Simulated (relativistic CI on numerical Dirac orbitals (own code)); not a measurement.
Calculated levels, Te3+

Method of calculation: Dirac-Coulomb-Breit CI, KLI orbitals optimised for each configuration, a model potential for QED, valence Slater integrals scaled by 0.85, P86 correlation estimate, and configurations built on the next ion tied to the tabulated ionisation energy (semi-empirical) (own radial code, finite nucleus).

Configurations in the expansion (outside the closed core [Kr] 4d10): 5s²5p, 5s²5d, 5s²6s, 5s²6p, 5s²6d, 5s²7s, 5s²5f, 5s²6f, 5s5p², 5p³, 5s5p5d, 5s²5g, 5s²4f, 5s5p5f, 5p5d², 5s5p5g, 5s²7p, 5s5p6s, 5p²5d, 5s²7d, 5p4f², 5s5d², 5s5p6p, 5s²7f. Levels of other configurations are missing.

The lowest level is 5s²5p ²P°1/2, with 98 % of that term; Hund's rules for 5s²5p give ²P° with J = 1/2, in agreement.

```tsv
No.	Configuration	Term	J	E (eV)	%	Landé g	Lifetime (s)	jj configuration (%)
1	5s²5p	²P°	1/2	0.0000	98	0.666		5p1/2 (98)
2	5s²5p	²P°	3/2	1.1002	97	1.334	1.59e-01	5p3/2 (97)
3	5s5p²‡	⁴P	1/2	8.1340	97	2.650	5.83e-08	5s 5p1/2^2 (58)
4	5s5p²‡	⁴P	3/2	8.6319	99	1.729	4.51e-07	5s 5p1/2 5p3/2 (92)
5	5s5p²‡	⁴P	5/2	9.1863	94	1.580	1.06e-07	5s 5p1/2 5p3/2 (55)
6	5s5p²‡	²D	3/2	11.1432	80	0.811	3.23e-09	5s 5p1/2 5p3/2 (61)
7	5s5p²‡	²D	5/2	11.3688	77	1.221	7.09e-09	5s 5p3/2^2 (48)
8	5s5p²‡	²S	1/2	13.5797	62	1.551	1.89e-10	5s 5p1/2^2 (40)
9	5s5p²‡	²P	1/2	14.7503	63	1.138	1.39e-10	5s 5p3/2^2 (59)
10	5s5p²‡	²P	3/2	15.0425	82	1.255	1.01e-10	5s 5p3/2^2 (43)
11	5s²5d	²D	3/2	15.6601	67	0.873	9.97e-11	5d3/2 (67)
12	5s²5d	²D	5/2	15.7011	80	1.201	1.12e-10	5d5/2 (80)
13	5s²6s	²S	1/2	16.4296	99	2.000	1.79e-10	6s (99)
14	5s²6p	²P°	1/2	19.9226	98	0.666	1.19e-09	6p1/2 (98)
15	5s²6p	²P°	3/2	20.2351	98	1.334	1.09e-09	6p3/2 (98)
16	5s²4f	²F°	7/2	21.4038	93	1.144	7.33e-10	4f7/2 (93)
17	5s²4f	²F°	5/2	21.4342	93	0.859	7.43e-10	4f5/2 (93)
18	5p³‡	²D°	3/2	21.5533	48	0.887	1.28e-09	5p3/2 (39)
19	5p³‡	²D°	5/2	21.8745	54	1.197	2.70e-09	5p1/2 5p3/2^2 (54)
20	5p³‡	⁴S°	3/2	22.3826	87	1.882	1.19e-10	5p1/2 5p3/2^2 (65)
21	5s5p5d‡	⁴F°	3/2	22.9336	96	0.427		5s 5p1/2 5d3/2 (79)
22	5s5p5d‡	⁴F°	5/2	23.1558	95	1.041		5s 5p1/2 5d5/2 (37)
23	5s5p5d‡	⁴F°	7/2	23.4999	95	1.246		5s 5p1/2 5d5/2 (49)
24	5s5p5d‡	⁴F°	9/2	24.0458	100	1.334		5s 5p3/2 5d5/2 (100)
25	5p³‡	²P°	1/2	24.2238	65	0.660	3.44e-10	5p1/2 5p3/2^2 (65)
26	5s5p5d‡	⁴P°	5/2	24.3087	64	1.506		5s 5p1/2 5d5/2 (82)
27	5s5p5d‡	⁴D°	3/2	24.3251	31	1.373		5s 5p1/2 5d3/2 (44)
28	5s5p5d‡	⁴D°	1/2	24.4907	85	0.313		5s 5p1/2 5d3/2 (65)
29	5s5p5d‡	⁴D°	3/2	24.5156	30	1.352		5p3/2^3 (29)
30	5s²6d	²D	3/2	25.0894	99	0.800	3.32e-10	6d3/2 (99)
31	5s5p5d‡	⁴D°	7/2	25.1155	94	1.418		5s 5p3/2 5d5/2 (66)
32	5s²6d	²D	5/2	25.1352	99	1.200	3.71e-10	6d5/2 (99)
33	5s5p5d‡	⁴P°	1/2	25.1668	83	2.373		5s 5p3/2 5d3/2 (90)
34	5s5p5d‡	⁴D°	5/2	25.1949	66	1.432		5s 5p3/2 5d3/2 (61)
35	5s5p5d‡	⁴P°	3/2	25.2018	62	1.532		5s 5p3/2 5d3/2 (81)
36	5s5p6s‡	⁴P°	1/2	25.4599	90	2.589	4.88e-10	5s 5p1/2 6s (90)
37	5s²7s	²S	1/2	25.5320	100	2.002	2.59e-10	7s (100)
38	5s5p6s‡	⁴P°	3/2	25.7913	90	1.698	2.95e-10	5s 5p1/2 6s (72)
39	5s5p5d‡	²F°	5/2	25.8049	80	0.927		5s 5p1/2 5d5/2 (40)
40	5s5p5d‡	²D°	3/2	26.0532	61	0.839		5s 5p3/2 5d3/2 (25)
41	5s5p5d‡	²D°	5/2	26.2247	58	1.155		5s 5p3/2 5d5/2 (52)
42	5s5p6s‡	²P°	1/2	26.4093	82	0.734	1.57e-10	5s 5p1/2 6s (65)
43	5s5p6s‡	⁴P°	5/2	26.6267	100	1.601	2.72e-10	5s 5p3/2 6s (100)
44	5s5p5d‡	²F°	7/2	26.7360	87	1.144		5s 5p3/2 5d5/2 (45)
45	5s²7p	²P°	3/2	26.9818	55	1.347	2.35e-10	7p3/2 (55)
```

Energies count from the lowest computed level; ° marks odd parity; lifetimes are radiative, by E1, M1, E2, M2, E3 decay to levels of this space only; some are left blank where a channel outside the calculation adds to the decay or the decay crosses a small, uncertain gap. Filled j subshells are mostly left out of the jj labels. ‡ marks configurations that were not tied to measured data.

The mean weight of the leading LS term, summed over parents, in these 45 levels is 81 %, and that of the leading jj configuration (from the same eigenvectors) 69 %, so LS coupling describes them better.

Configurations that consist of the next ion and one excited electron were tied to the tabulated ionisation energy; Rydberg ones are usually within 1,000 to 3,000 cm⁻¹ and the lowest ones within about 6,000 (9,000 in d shells), while levels on excited terms of the next ion carry the error of that term, and the other configurations can be misplaced by 10,000 cm⁻¹ or more. Rates follow the energies as ν³ (E1, M1) or ν⁵ (E2), so rates, branching and lifetimes can be off by large factors. The fine structure of a lone outer electron comes out too small, for d and f at times inverted, and misplaced configurations move strength between like terms. 9 of the 9 excited levels that our extract of the measured tables holds in this range could be paired (the sources list more); they are missed by 880 cm⁻¹ on average and 1579 at most, and levels without a partner can miss by more.

LS names give the leading component of a level, which can be under half, so a name can repeat, a term be missing and a line seem to break the LS rules.
